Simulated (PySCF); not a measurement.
H2Cd, SMILES [CdH2], PBE0/def2-SVP optimised geometry.

```
3

Cd     0.00     0.00     0.00
H      1.68     0.00     0.00
H     -1.68     0.00     0.00
```

Density from PySCF with PBE0/def2-TZVP, def2 effective core potentials past Kr at that geometry. The core electrons that the potentials of Cd replace are not part of the density.

Minimum of the electron density along straight lines between bonded atoms, close to the bond critical point (lines longer than 1.1 times the sum of covalent radii, or with two minima, are not listed):

| bond | length / Å | ρ at the minimum / e bohr⁻³ | ∇²ρ there / e bohr⁻⁵ | position (fraction from the first atom) |
|---|---|---|---|---|
| Cd1–H2 | 1.680 | 0.111 | 0.13 | 0.65 |
| Cd1–H3 | 1.680 | 0.111 | 0.13 | 0.65 |
